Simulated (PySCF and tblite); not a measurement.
Results of a calculation; reference values are marked as such.
Stationary points of C₈H₇N at GFN2-xTB, in Å:

Structure A

```
 1 C    -2.968   -0.894    0.373
 2 C    -1.967   -0.289    0.116
 3 C    -0.749    0.426   -0.175
 4 C    -0.791    1.816    0.206
 5 C    -0.811    2.966    0.539
 6 C     0.068    0.021   -1.390
 7 N     0.482   -0.266   -0.080
 8 C     1.423   -0.826    0.712
 9 C     2.527   -1.423    0.273
10 H    -3.849   -1.419    0.594
11 H    -0.836    3.975    0.825
12 H    -0.298   -0.796   -2.007
13 H     0.594    0.800   -1.938
14 H     1.195   -0.745    1.768
15 H     3.233   -1.847    0.960
16 H     2.748   -1.501   -0.777
```

Structure B

```
 1 C    -3.327   -0.657    0.108
 2 C    -2.190   -0.307   -0.029
 3 C    -0.833    0.137   -0.198
 4 C    -0.592    1.472    0.277
 5 C    -0.353    2.565    0.703
 6 C    -0.025   -0.366   -1.361
 7 N     0.204   -0.871   -0.046
 8 C     1.373   -0.693    0.669
 9 C     2.591   -0.811    0.157
10 H    -4.321   -0.969    0.230
11 H    -0.165    3.533    1.062
12 H    -0.494   -1.052   -2.056
13 H     0.704    0.310   -1.798
14 H     1.210   -0.528    1.726
15 H     3.464   -0.762    0.780
16 H     2.748   -0.992   -0.893
```

Geometries: GFN2-xTB; energies: BHandHLYP/pcSseg-1 + D3(BJ); zero-point and thermal terms from GFN2-xTB harmonic modes (soft modes blended into free rotors).

**Question.** Which structure is a saddle point, and along which motion?

**Answer.** A: one imaginary mode (195i cm⁻¹ at GFN2-xTB, mostly on N7, C8, C9), along the pyramidal inversion at N7.

**Question.** Give their symmetry and energies above the lowest.

**Answer.** A Cs, 10.1 kcal/mol; B C1, 0.0 kcal/mol.
